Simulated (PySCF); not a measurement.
**Sr³⁷⁺: ionisation energy**

Sr³⁷⁺ 1s1 [1s1/2^1, M_J = 1/2] → Sr³⁸⁺ (bare nucleus), as a difference of total energies. All numbers are calculated (PySCF 2.14, the two-component X2C-1e Hamiltonian, in an even-tempered Gaussian basis (15 s from 66 bohr⁻², ratio 2.4; 10 p from 86 bohr⁻², ratio 2.4; 3 d from 260 bohr⁻², ratio 2.6; 3 f from 390 bohr⁻², ratio 2.6)). "Screened" scales the spin-orbit matrix elements by Boettger's factors to mimic the two-electron term; Breit and QED terms are absent.

| method | ionisation energy (eV) |
| --- | --- |
| GHF (screened spin-orbit) | 20039.1 |
| GHF (bare spin-orbit) | 20039.1 |

For one electron Hartree-Fock is exact for this Hamiltonian up to the basis; QED and nuclear recoil make up the gap, and the density functionals add self-interaction.

For comparison: 20025.3 eV (theoretical estimate listed by NIST; NIST Atomic Spectra Database, ionization energies).
